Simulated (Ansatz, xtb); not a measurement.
Relative energy of two isomers of C4H5FSSi

Structure X is `Fc1ccsc1[SiH3]`, a singlet and structure Y is `Fc1cc([SiH3])cs1`, a singlet. Both are isolated molecules in the gas phase, relaxed with B3LYP-D3(BJ)/def2-SVP.

X (Å):

```yaml
atoms:
  - { symbol: C, position_ang: [0.8010, -0.7195, -1.0262] }
  - { symbol: C, position_ang: [-0.3705, -0.9492, -0.2496] }
  - { symbol: C, position_ang: [-0.5372, 0.0333, 0.6922] }
  - { symbol: C, position_ang: [1.5251, 0.4074, -0.6999] }
  - { symbol: F, position_ang: [1.1583, -1.5561, -2.0051] }
  - { symbol: S, position_ang: [0.7221, 1.2143, 0.6215] }
  - { symbol: Si, position_ang: [3.1019, 1.0309, -1.4873] }
  - { symbol: H, position_ang: [-1.0356, -1.7997, -0.3982] }
  - { symbol: H, position_ang: [-1.3363, 0.1262, 1.4263] }
  - { symbol: H, position_ang: [4.1961, 1.1022, -0.4764] }
  - { symbol: H, position_ang: [3.4835, 0.0943, -2.5766] }
  - { symbol: H, position_ang: [2.8993, 2.3990, -2.0453] }
```

Y (Å):

```xyz
12

C     0.2211   -1.7981   -0.4615
C     0.5766   -0.6126    0.1120
C     1.3129    0.2243   -0.8010
C     1.4773   -0.3784   -2.0274
F    -0.4594   -2.7877    0.1013
S     0.7547   -1.9565   -2.1133
Si    1.9842    1.9288   -0.4105
H     0.3197   -0.3573    1.1404
H     2.6790    2.4498   -1.6220
H     2.9484    1.8729    0.7275
H     0.8818    2.8612   -0.0320
H     1.9892    0.0154   -2.9046
```

Quicker runs give these differences E(Y) − E(X): GFN2-xTB +0.148 eV; HF/STO-3G +0.025 eV (at GFN2-xTB geometries); r2SCAN-D4/def2-SVP +0.298 eV (at GFN2-xTB geometries).

Question: Estimate E(Y) − E(X) at the level CCSD(T)/def2-SVP + ΔMP2/def2-TZVPP.

Answer: Calculated at CCSD(T)/def2-SVP + ΔMP2/def2-TZVPP: E(Y) − E(X) = +0.255 eV, so structure X lies lower.

Level by level:

| level | geometry | E(Y) − E(X) (eV) | departure from the last row (eV) | job, with rough time for the two |
| --- | --- | --- | --- | --- |
| GFN2-xTB | GFN2-xTB | +0.148 | −0.107 | optimisation, 0.7 s |
| HF/STO-3G | GFN2-xTB | +0.025 | −0.230 | single point, 4.8 s |
| r2SCAN-D4/def2-SVP | GFN2-xTB | +0.298 | +0.042 | single point, 19 s |
| B3LYP-D3(BJ)/def2-SVP | B3LYP-D3(BJ)/def2-SVP | +0.259 | +0.003 | optimisation, 3.8 min |
| HF/def2-SVP | B3LYP-D3(BJ)/def2-SVP | +0.291 | +0.036 | part of the CCSD(T) run |
| MP2/def2-SVP | B3LYP-D3(BJ)/def2-SVP | +0.273 | +0.018 | part of the CCSD(T) run |
| CCSD(T)/def2-SVP | B3LYP-D3(BJ)/def2-SVP | +0.253 | −0.002 | single point |
| CCSD(T)/def2-SVP + ΔMP2/def2-TZVPP | B3LYP-D3(BJ)/def2-SVP | +0.255 |  | single point, 3 min |

As drawn, both hold the same kinds of bond in the same numbers.

The levels shown agree on the order. The largest departure from CCSD(T)/def2-SVP + ΔMP2/def2-TZVPP is that of HF/STO-3G, 0.230 eV. The last row adds to CCSD(T) the change of the MP2 difference between the two basis sets, here +0.002 eV.

With thermal terms from frequencies at re-optimised GFN2-xTB minima (ideal gas, soft modes damped towards free rotors, one conformer each, 298.15 K, 1 atm): on the last row, ΔE + ΔZPE = +0.254, ΔH = +0.253, ΔG = +0.255 eV.

The correlated steps freeze 15 core orbitals. Run with Ansatz 0.2.0, xtb 6.7.1; the last row on 2 threads of Intel(R) Xeon(R) Processor @ 2.50GHz (Skylake/Cascade Lake) on a shared host.
